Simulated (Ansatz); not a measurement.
Reaction (substitution at a C–N bond): `CN(C)[SiH](O)O` + `[OH][SnH]([OH])[OH]` → `C[O][SnH]([OH])[OH]` + `CN[SiH](O)O`

Calculated with Ansatz (gas phase, PBE0-D4/def2-TZVP geometries, no zero-point term in ΔE). CCSD(T)/CBS is the MP2 limit (def2-TZVPP, def2-QZVPP) plus CCSD(T) − MP2 in def2-TZVPP, frozen cores. Functionals use def2-TZVPP. Elements past krypton have def2 core potentials. For Sn outer-core shells are correlated without core-valence functions, which leaves a few kJ/mol of doubt a bond. One conformer a species, not always the lowest.

```csv
level,ΔE (eV)
PBE0,0.32
SCS-MP2/def2-TZVPP,0.33
CCSD/def2-TZVPP,0.32
MP2/def2-QZVPP,0.38
```

(1) What does CCSD(T)/CBS give? (An estimate is asked.)

Largest T1 diagnostic among the species: 0.014.

## Answers

(1) Ansatz gave: +0.33 eV. The listed levels differ from it by -0.01, 0.00, -0.01, 0.05 eV.

The D4 term adds +0.04 eV with B3LYP and +0.02 eV with PBE0; it sums over pairs of atoms, weighted by their polarisabilities, and B3LYP, whose exchange is more repulsive, gets the larger term. In def2-TZVPP, CCSD(T) changes the Hartree–Fock value by +0.14 eV (the triples alone add +0.02 eV) and MP2 by +0.19 eV.

B3LYP here is the variant with VWN-RPA as its local correlation; programs differ in this.
